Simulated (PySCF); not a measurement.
# Bonding in `CC#C[Si@@](F)([SiH3])CCl`

C4H8ClFSi2.
SMILES with atom numbers: `[CH3:1][C:2]#[C:3][Si@@:4]([F:5])([SiH3:6])[CH2:7][Cl:8]` (hydrogens: H9, H10, H11 on C1; H12, H13, H14 on Si6; H15, H16 on C7)

Geometry (PBE0-D3(BJ)/def2-SVP, Å), atoms numbered from 1 in this order:
```
atom  x, y, z in Å
C1    -3.2714   -1.0934    0.4492
C2    -1.9142   -0.7538    0.0721
C3    -0.7707   -0.4705   -0.2438
Si4    0.9139    0.0145   -0.7165
F5     1.1268   -0.3167   -2.3041
Si6    1.2915    2.2917   -0.3333
C7     2.1710   -1.0275    0.2258
Cl8    2.1330   -0.4567    1.9244
H9    -3.8874   -0.1877    0.5617
H10   -3.2873   -1.6384    1.4056
H11   -3.7413   -1.7323   -0.3147
H12    0.7638    2.6861    1.0058
H13    0.5941    3.0918   -1.3867
H14    2.7568    2.5837   -0.3996
H15    1.9322   -2.1004    0.2132
H16    3.1910   -0.8876   -0.1604
```

Bond orders from the PBE0/pcSseg-1 density (PySCF). Isolated species at its PBE0-D3(BJ)/def2-SVP geometry (one conformer only).

Question: Where do the orders between heavy atoms depart from those drawn in the SMILES?

Answer: The largest departure is 0.503, at C2–C3 (drawn triple, 2.497). Drawn single, order above 1.12: C1–C2 (1.191). Drawn single, order below 0.88: Si4–C7 (0.833). Drawn double or triple, more than 0.30 short of the drawn order: C2–C3 (2.497).

Question: Set the Mayer orders of the bonds beside their lengths.

Answer: 
| bond | drawn as | length (Å) | Mayer order |
| --- | --- | --- | --- |
| C1–C2 | single | 1.449 | 1.191 |
| C2–C3 | triple | 1.220 | 2.497 |
| C3–Si4 | single | 1.816 | 0.972 |
| Si4–F5 | single | 1.636 | 0.933 |
| Si4–Si6 | single | 2.340 | 0.913 |
| Si4–C7 | single | 1.885 | 0.833 |
| C7–Cl8 | single | 1.792 | 0.947 |
| C1–H9 | single | 1.101 | 0.919 |
| C1–H10 | single | 1.101 | 0.918 |
| C1–H11 | single | 1.101 | 0.919 |
| Si6–H12 | single | 1.492 | 0.928 |
| Si6–H13 | single | 1.495 | 0.927 |
| Si6–H14 | single | 1.496 | 0.925 |
| C7–H15 | single | 1.099 | 0.933 |
| C7–H16 | single | 1.100 | 0.931 |

By pair of heavy elements: C–C: lowest C1–C2 (1.191, 1.449 Å), highest C2–C3 (2.497, 1.220 Å). C–Si: lowest Si4–C7 (0.833, 1.885 Å), highest C3–Si4 (0.972, 1.816 Å).

Question: Sum the orders of all bonds at each heavy atom with more than one neighbour and set the sums beside the valence in the SMILES.

Answer: C1 3.947 (drawn 4), C2 3.688 (drawn 4), C3 3.469 (drawn 4), Si4 3.651 (drawn 4), Si6 3.693 (drawn 4), C7 3.644 (drawn 4). Orders between atoms that aren't bonded are not in these sums.

The Mayer order sums products of elements of PS (density times overlap matrix) between the two atoms' basis functions, so it depends on the basis set.

The run behind these numbers computed NMR shieldings as well. Hardware: an x86-64 server with one thread, no GPU (shared host). Cost: 24 s wall.
